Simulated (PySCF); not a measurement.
# Electron correlation in Cs²⁺ (caesium, charge +2)

[Kr] 4d10 5s2 5p5, 2P determinant. All numbers are calculated (PySCF 2.14, a scalar-relativistic core potential, in def2-SVP with the def2 core potential (46 electrons) (5s3p2d, 24 functions)). Frozen: 5s2; 5 electrons correlated.

Total MP2 correlation energy: -12.55 mhartree.

Same-spin part -3.37 and opposite-spin part -9.18 mhartree; SCS-MP2 scales them by 1/3 and 6/5 to -12.13 mhartree.

| level | correlation energy (mhartree) |
| --- | --- |
| CCSD | -14.73 |
| (T) | -0.12 |
| CCSD(T) | -14.85 |

Diagnostics: T1 = 0.0039, D1 = 0.0059, largest double amplitude 0.014.

Spin-orbit coupling, absent here, splits the open shell strongly.

Cost of the coupled-cluster step: 0.25 s of wall time on 1 thread of Neoverse-N1 (shared host), for 5 correlated electrons.
